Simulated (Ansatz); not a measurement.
C4H4, SMILES `C#C[C]C` (lower triplet) (charge 0, multiplicity 3). This triplet lies 0.49 eV below the relaxed singlet at the level B3LYP/cc-pVTZ // B3LYP-D3(BJ)/def2-TZVP (Ansatz, a program for electronic structure).

The numbers are results of B3LYP/cc-pVTZ // B3LYP-D3(BJ)/def2-TZVP (Ansatz), not measurements.

Ansatz 0.2 input:
```yaml
crystal:
  periodic: [false, false, false]
  atoms:
    - { symbol: C, position_ang: [2.439951, 0.210472, 0.254594] }
    - { symbol: C, position_ang: [1.193917, 0.112241, -0.007196] }
    - { symbol: C, position_ang: [-0.048386, -0.010752, -0.188779] }
    - { symbol: C, position_ang: [-1.470713, -0.151199, -0.404175] }
    - { symbol: H, position_ang: [3.475419, 0.408711, 0.10653] }
    - { symbol: H, position_ang: [-1.997343, -0.341286, 0.536784] }
    - { symbol: H, position_ang: [-1.693247, -0.983494, -1.080016] }
    - { symbol: H, position_ang: [-1.899603, 0.755304, -0.843685] }
basis:
  gaussian: { orbitals: cc-pVTZ }
hamiltonian:
  xc: b3lyp
magnetization:
  spin_polarized: true
  initial_magnetization: 2
```

Output:

```
Functional definition: B3LYP
896 factors; their error is unknown
mean field evaluation 1: about -4203.2183 eV, gradient 3.8e1 eV
mean field evaluation 2: about -4202.8683 eV, gradient 3.8e1 eV
mean field evaluation 4: about -4210.1858 eV, gradient 4.1e0 eV
mean field evaluation 8: about -4210.2774 eV, gradient 1.8e-1 eV
mean field evaluation 16: about -4210.2701 eV, gradient 7.9e-5 eV
mean field -4210.27011954 eV, -154.7245730696 hartree, gradient 1.9e-5 eV, S^2 2.051727; 0 other end points of the search recorded, 0 dependent functions left out
reference -4210.27034623 eV, -154.7245814003 hartree; 15, 13 occupied and 161, 163 virtual orbitals, 896 factors
Total energy: -4210.27034623 eV, -154.7245814003 hartree
```
